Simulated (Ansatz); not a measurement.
`C[Si](C)(C)[CH2][Ga]([F])[Cl]` + `C[SiH](F)F` → `C[Si](C)(C)C[Si](C)(F)F` + `[F][GaH][Cl]`  (formal exchange of groups at a C–Ga bond)

Program: Ansatz. Geometries: PBE0-D4/def2-TZVP. ΔE: electronic, gas phase. CBS: MP2 limit from def2 TZ/QZ plus the TZ coupled-cluster correction, frozen cores. Functionals use def2-TZVPP. HSE06 is defined as in plane-wave codes. For Ga outer-core shells are correlated without core-valence functions, which leaves a few kJ/mol of doubt a bond. Scalar relativity is left out up to krypton. Each species was taken in one conformer, which may not be the lowest.

```json
{"level": "LDA (SPW92)", "ΔE (kJ/mol)": "-10.7"}
{"level": "HSE06", "ΔE (kJ/mol)": "-6.3"}
```

Problem. What does CCSD(T)/CBS give? (An estimate is asked.)

Solution. Computed: +1.5 kJ/mol. The listed levels differ from it by -12.2, -7.8 kJ/mol.

Largest T1 diagnostic among the species: 0.013.

Leaving LDA and LC-ωPBE aside and taking each functional with its dispersion term where it has one, the values, not all of them listed here, spread over 15.7 kJ/mol, from B97M-V to B2PLYP. LDA lies −5.9 kJ/mol from PBE without D4. In def2-TZVPP, CCSD(T) changes the Hartree–Fock value by +6.8 kJ/mol (the triples alone add +1.0 kJ/mol) and MP2 by +10.9 kJ/mol. From BLYP to BHLYP (50 % exact exchange), in def2-TZVPP and without D4, ΔE moves by −5.4 kJ/mol.
